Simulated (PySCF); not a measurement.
C4H8O2S, SMILES COC(=O)CSC, GFN2-xTB optimised geometry. Atoms within 1.6 Å of the plane z = 0.0 Å (x, y, z in Å): C1 (2.89, -0.58, 1.34), O2 (1.47, -0.66, 1.22), C3 (1.00, -0.91, 0.00), O4 (1.68, -1.11, -0.97), C5 (-0.51, -0.91, 0.00), S6 (-1.08, 0.83, 0.00), C7 (-2.86, 0.50, -0.13), H9 (3.35, -1.47, 0.92), H10 (3.26, 0.30, 0.81), H11 (-0.88, -1.40, -0.90), H12 (-0.89, -1.39, 0.90), H13 (-3.08, -0.02, -1.05), H14 (-3.19, -0.08, 0.73), H15 (-3.35, 1.47, -0.13).

Computed with PySCF with CAM-B3LYP/def2-TZVP. Cells within 0.4 Å of a nucleus heavier than hydrogen are left out (blank, or x).

Map of the electrostatic potential (hartree/e), clipped to [-0.08, 0.12] on the plane z = 0.0 Å:

```
|1111111111111111111111111|
|1111111111111111111111111|
|1111111111100000111111111|
|1111111111000000011111111|
|1112211111000000011111111|
|1222222111000000011111111|
|2223332221000000011111111|
|2234774344310000011111111|
|2237999799992000111111111|
|2237999999999211112222111|
|222599999xx99532223432211|
|22259xx999999865334653211|
|2224999999999999844542111|
|2223699999999999963321111|
|22223444699x99xx973221111|
|2222223359999999942332111|
|2222222336999999621232111|
|1222222233455554211122111|
|1222222222222221101111111|
|1122222222222211101111111|
|1111222222221111111111111|
|1111111211111111111111111|
|1111111111111111111111111|
|1111111111111111111111111|
|1111111111111111111111111|
```
Scale: ten equal steps from -0.020 (start of '0') to 0.120 (end of '9'), in the order '0123456789'; x runs from -5.50 to 5.50, y from -5.50 (bottom) to 5.50 (top).
